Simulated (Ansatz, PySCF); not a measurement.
Nb(O)(OH)(NH2)2 (H5N2NbO2), SMILES [NH2][Nb](=[O])([NH2])[OH], multiplicity 1. Atoms are numbered in the order given.

```xyz
10

Nb     0.0069    -0.0058    -0.0103
O      1.3560    -0.4871    -0.9195
O      0.4104     0.6549     1.7359
H      1.2231     0.7812     2.2323
N     -0.8863     1.4305    -1.0359
H     -1.7156     1.9393    -0.7395
H     -0.6152     1.7354    -1.9668
N     -1.1528    -1.5978     0.1714
H     -0.9873    -2.4927    -0.2811
H     -2.0300    -1.6335     0.6849
```

Geometry: PBE0-D3(BJ)/def2-SVP. The multiplicity is an assumed one; no other spin state was optimised. The structure was generated by enumeration; whether it is a known compound was not checked. The def2 effective core potentials stand for the cores of Nb; spin–orbit coupling is left out. Other conformers were not sampled.

Two levels are set side by side: PBE-D3(BJ)/def2-SVP (Ansatz, a first-principles code) and PBE0-D3(BJ)/def2-SVP (Ansatz). Each level has its own optimised geometry; the coordinates shown are those of the second. Frequencies come from the Hessian of PySCF at each geometry. Differences are taken from unrounded values.

```csv
quantity,PBE0-D3(BJ)
mean bond length (Å),1.399
bond Nb1–O2 (Å),1.697
bond Nb1–O3 (Å),1.910
bond Nb1–N5 (Å),1.978
bond Nb1–N8 (Å),1.978
bond O3–H4 (Å),0.961
bond N5–H6 (Å),1.017
bond N5–H7 (Å),1.016
bond N8–H9 (Å),1.016
bond N8–H10 (Å),1.017
highest harmonic wavenumber (cm⁻¹),3956
mean harmonic wavenumber (cm⁻¹),1213
zero-point energy (kcal/mol),41.61
```

Question: What does PBE-D3(BJ) give, and how far is it from PBE0-D3(BJ)? (The exact figures need the calculation; the answer reports its results.)

Answer: 
```csv
quantity,PBE-D3(BJ),PBE-D3(BJ) minus PBE0-D3(BJ)
mean bond length (Å),1.412,0.013
bond Nb1–O2 (Å),1.719,0.022
bond Nb1–O3 (Å),1.929,0.019
bond Nb1–N5 (Å),1.993,0.015
bond Nb1–N8 (Å),1.993,0.015
bond O3–H4 (Å),0.972,0.012
bond N5–H6 (Å),1.026,0.009
bond N5–H7 (Å),1.025,0.009
bond N8–H9 (Å),1.025,0.009
bond N8–H10 (Å),1.026,0.009
highest harmonic wavenumber (cm⁻¹),3781,-175
mean harmonic wavenumber (cm⁻¹),1169,-44
zero-point energy (kcal/mol),40.11,-1.50
```

Exact exchange shortens and stiffens bonds; PBE has none. Differences between two approximate levels are no errors against the true value.
